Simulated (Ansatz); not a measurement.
Geometry optimisation, Ansatz 0.2.0, RKS BLYP-D4/def2-SVP.

Input:

```yaml
crystal:
  periodic: [false, false, false]
  atoms:
    - { symbol: C, position_ang: [-0.05641, 1.28856, 0.34115] }
    - { symbol: Al, position_ang: [0.20962, -0.59706, 0.22569] }
    - { symbol: F, position_ang: [0.95883, -1.726, 1.27074] }
    - { symbol: Cl, position_ang: [-0.35768, -2.02173, -1.36493] }
    - { symbol: H, position_ang: [0.3967, 1.66199, -0.61062] }
    - { symbol: H, position_ang: [-1.15106, 1.39424, 0.13797] }
total_charge: -1
basis:
  gaussian: { orbitals: def2-SVP }
hamiltonian:
  xc: blyp
  dispersion: d4
relax:
  f_tol: 0.015
  max_steps: 40
```

Run as:

```bash
$ ansatz run input.yaml --threads 1 --pin off --max-ram 2048MiB --backend cpu --events-out ev --progress --plain --runs-dir out
```

Task: Where does it end, and by what steps?

Result: It converged. Limits of this set-up: an anion without diffuse functions, the dipole of an ion depends on the origin. After 15 steps the energy has fallen by 0.675 eV; H5 moved furthest, 1.19 Å.

```tsv
step	energy less start (eV)	largest force component (eV/Å)	accepted
0	0.0000	0.389	yes
1	-0.0623	0.214	yes
2	-0.0806	0.165	yes
3	-0.1046	0.607	yes
4	-0.1543	1.230	yes
5	-0.2850	1.329	yes
6	-0.4654	1.579	yes
7	-0.5887	1.274	yes
8	-0.6217	1.125	yes
9	-0.6496	0.838	yes
10	-0.6717	0.170	yes
11	-0.6744	0.037	yes
12	-0.6745	0.055	yes
13	-0.6746	0.051	yes
14	-0.6749	0.027	yes
15	-0.6749	0.001	yes
```

```xyz
6
Properties=species:S:1:pos:R:3
C -0.176 1.088 0.009
Al 0.210 -0.694 0.073
F 1.457 -1.469 0.963
Cl -0.876 -2.287 -1.011
H 0.389 1.861 0.565
H -1.004 1.501 -0.598
```

Time of the run: 68 s on 1 CPU thread of a shared host.
